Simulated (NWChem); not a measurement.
System meant: InNH3OBr; SMILES [OH][In]([NH2])[Br]

Input file for NWChem:

```
start job
memory heap 200 mb stack 900 mb global 1100 mb
geometry units angstroms noautoz
  In     0.068276    -0.747317    -0.030385
  Br    -0.166522     1.728296    -0.083376
  O      1.912114    -1.479956     0.101228
  H      2.574357    -0.778827     0.114361
  N     -1.558079    -1.936484     0.068934
  H     -1.427808    -2.879842    -0.288911
  H     -2.406861    -1.542984    -0.329694
end
basis spherical
  In library def2-svp
  Br library def2-svp
  O library def2-svp
  H library def2-svp
  N library def2-svp
end
dft
  xc pbe0
  iterations 150
  mulliken
end
task dft energy
```

End of the output:

```
             Grid Information
             ----------------
          Grid used for XC integration:  medium
          Radial quadrature: Mura-Knowles
          Angular quadrature: Lebedev.
          Tag              B.-S. Rad. Rad. Pts. Rad. Cut. Ang. Pts.
          ---              ---------- --------- --------- ---------
          In                  1.55      123           9.0       590
          Br                  1.15      112          12.0       590
          O                   0.60       49          11.0       434
          H                   0.35       45          12.0       434
          N                   0.65       49          11.0       434
          Grid pruning is: on
          Number of quadrature shells:   468
          Spatial weights used:  Erf1

          Convergence Information
          -----------------------
          Convergence aids based upon iterative change in
          total energy or number of iterations.
          Levelshifting, if invoked, occurs when the
          HOMO/LUMO gap drops below (HL_TOL):  1.00D-02
          DIIS, if invoked, will attempt to extrapolate
          using up to (NFOCK): 10 stored Fock matrices.

                    Damping( 0%)  Levelshifting(0.5)       DIIS
                  --------------- ------------------- ---------------
          dE  on:    start            ASAP                start
          dE off:    2 iters        150 iters           150 iters

      Screening Tolerance Information
      -------------------------------
          Density screening/tol_rho:  1.00D-10
          AO Gaussian exp screening on grid/accAOfunc:  14
          CD Gaussian exp screening on grid/accCDfunc:  20
          XC Gaussian exp screening on grid/accXCfunc:  20
          Schwarz screening/accCoul:  1.00D-08

      Superposition of Atomic Density Guess
      -------------------------------------

      charge =      49.0 In (Indium)

      symmetry species            s     p     d     f
      number of basis functions =10     7     6
      number of cont. functions = 4     4     2
      number of closed shells   = 5     3     2
      number of open shells     = 0     1     0
      open shell occupation     = 0     1     0
 ------------------------------------------------------------------------
 atomscf:atomd: error in atom scf                   0
 ------------------------------------------------------------------------
 ------------------------------------------------------------------------
  current input line :
    24: task dft energy
 ------------------------------------------------------------------------
 ------------------------------------------------------------------------
 This error has not yet been assigned to a category
 ------------------------------------------------------------------------
 For more information see the NWChem manual at https://nwchemgit.github.io

0:atomscf:atomd: error in atom scf:Received an Error in Communication
```

Find the fault in this run and fix the input.

The run crashed. Cause: the def2 basis of a heavy element holds valence functions alone and wants its effective core potential (without it all electrons must fit into that basis). This input runs:
```
start job
memory heap 200 mb stack 900 mb global 1100 mb
geometry units angstroms noautoz
  In     0.068276    -0.747317    -0.030385
  Br    -0.166522     1.728296    -0.083376
  O      1.912114    -1.479956     0.101228
  H      2.574357    -0.778827     0.114361
  N     -1.558079    -1.936484     0.068934
  H     -1.427808    -2.879842    -0.288911
  H     -2.406861    -1.542984    -0.329694
end
basis spherical
  * library def2-svp
end
ecp
  In library def2-ecp
end
dft
  xc pbe0
  iterations 150
  mulliken
end
task dft energy
```
It converges to -2895.28045 Ha (PBE0/def2-SVP with def2 effective core potentials on In).
